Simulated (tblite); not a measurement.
Parent: `[CH3:1][C@H:2]1[CH2:3][SiH2:4][CH:5]=[C:6]1[SiH3:7]` with C1–C2–C3–Si4 96°, C2–C3–Si4–C5 19°, C3–Si4–C5–C6 -10°, C1–C2–C6–C5 -103°, C5H12Si2.

Computed geometry: GFN2-xTB, gas phase. One conformer each, not checked by frequencies here.

```csv
coordinate of the parent,value
C1–C2,1.530 Å
C2–C3,1.538 Å
C3–Si4,1.903 Å
Si4–C5,1.876 Å
C5=C6,1.337 Å
C6–Si7,1.884 Å
C2–C6,1.511 Å
C1–C2–C3,110.8°
C1–C2–C6,108.6°
C3–C2–C6,109.7°
C2–C3–Si4,106.1°
C3–Si4–C5,89.9°
Si4–C5–C6,112.7°
C5–C6–Si7,124.1°
C2–C6–C5,116.4°
C2–C6–Si7,119.4°
```

Problem. How does the shared frame change in `[CH:1]#[C:2][CH2:3][C@@H:4]1[CH2:5][SiH2:6][CH:7]=[C:8]1[SiH3:9]` with C2–C3–C4–C5 -65°, C3–C4–C5–Si6 -93°, C4–C5–Si6–C7 -20°, C5–Si6–C7–C8 11°, C3–C4–C8–C7 100°, C7H12Si2? Atoms pair as C1 = C3, C2 = C4, C3 = C5, Si4 = Si6, C5 = C7, C6 = C8, Si7 = Si9 (parent first).

Solution. 
```csv
parent,relative,value in the relative,change
C1–C2,C3–C4,1.541 Å,+0.011
C2–C3,C4–C5,1.536 Å,-0.002
C3–Si4,C5–Si6,1.904 Å,+0.001
Si4–C5,Si6–C7,1.878 Å,+0.002
C5=C6,C7=C8,1.338 Å,+0.001
C6–Si7,C8–Si9,1.885 Å,+0.001
C2–C6,C4–C8,1.511 Å,0.000
C1–C2–C3,C3–C4–C5,110.4°,-0.4
C1–C2–C6,C3–C4–C8,107.9°,-0.7
C3–C2–C6,C5–C4–C8,109.7°,0.0
C2–C3–Si4,C4–C5–Si6,105.7°,-0.4
C3–Si4–C5,C5–Si6–C7,89.7°,-0.2
Si4–C5–C6,Si6–C7–C8,112.7°,0.0
C5–C6–Si7,C7–C8–Si9,124.3°,+0.2
C2–C6–C5,C4–C8–C7,116.0°,-0.4
C2–C6–Si7,C4–C8–Si9,119.6°,+0.2
```

Of the parent's bonds, C1–C2 changes most (+0.011 Å). Bonds of the relative outside the shared frame: C1≡C2 1.197, C2–C3 1.447 Å. Point group C1 → C1.
